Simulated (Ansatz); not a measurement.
Molecule: YCl, charge 0, multiplicity 1. 
Geometry from a B3LYP-D3(BJ)/def2-TZVP (Ansatz, a program for electronic structure) optimisation:
```xyz
2

Y      0.0000     0.0000    -0.7285
Cl     0.0000     0.0000     1.6713
```
Charge 0, spin multiplicity 1.

### Question
Give the harmonic wavenumbers at B3LYP-D3(BJ)/def2-TZVP (Ansatz, finite differences of forces, unscaled).

### Answer
371 cm⁻¹. Zero-point energy 0.5 kcal/mol.

### Question
From these and the geometry, give the ideal-gas thermochemistry at 298.15 K and 1 atm (rigid rotor, harmonic oscillator).

### Answer
Point group C∞v, rotational symmetry number 1. Rotational constants 3.463, 3.463 GHz. S(trans) 40.37, S(rot) 16.88, S(vib) 1.08, S(elec, spin only) 0.00, S 58.3 cal/(mol K). H(298) - H(0) 2.29 kcal/mol; G - E(el) -14.6 kcal/mol.
